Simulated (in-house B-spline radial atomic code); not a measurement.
A fraction x of an electron is removed from 4d in the rhodium ion Rh⁵⁺, starting from [Kr] 4d4 and keeping the highest spin. Level of theory: scalar-relativistic (X2C) SCAN, spin-polarised, spherical fractional occupations, Fermi nucleus of rms radius 4.4945 fm; calculated with a B-spline radial code for spherical atoms.

```json
{"x": "0", "E(x) - E(0) (eV)": "0.0000", "4d up level (eV)": "-72.786"}
{"x": "0.05", "E(x) - E(0) (eV)": "3.6598", "4d up level (eV)": "-73.606"}
{"x": "0.23", "E(x) - E(0) (eV)": "17.1759", "4d up level (eV)": "-76.577"}
{"x": "0.32", "E(x) - E(0) (eV)": "24.1351", "4d up level (eV)": "-78.073"}
{"x": "0.48", "E(x) - E(0) (eV)": "36.8404", "4d up level (eV)": "-80.747"}
{"x": "0.5", "E(x) - E(0) (eV)": "38.4587", "4d up level (eV)": "-81.083"}
{"x": "0.57", "E(x) - E(0) (eV)": "44.1758", "4d up level (eV)": "-82.261"}
{"x": "0.7", "E(x) - E(0) (eV)": "55.0124", "4d up level (eV)": "-84.458"}
{"x": "0.86", "E(x) - E(0) (eV)": "68.7432", "4d up level (eV)": "-87.181"}
{"x": "0.95", "E(x) - E(0) (eV)": "76.6587", "4d up level (eV)": "-88.720"}
{"x": "1", "E(x) - E(0) (eV)": "81.1162", "4d up level (eV)": "-89.578"}
```

The exact functional would give a straight line between the two integer points. Deviations E(x) - E(0) - x[E(1) - E(0)], in eV: -0.396 at x = 0.05, -1.481 at x = 0.23, -1.822 at x = 0.32, -2.095 at x = 0.48, -2.099 at x = 0.5, -2.06 at x = 0.57, -1.769 at x = 0.7, -1.017 at x = 0.86, -0.402 at x = 0.95.

The curve lies below the straight line by up to 2.099 eV (at x = 0.5): convex, the delocalisation error that favours fractional charges.

(1) How well does Slater's transition state (minus the level at half occupation) give the ionisation energy?

## Answers

(1) It gives 81.083 eV against 81.116 eV from the two total energies; NIST lists 80.00 eV, ground level to ground level.
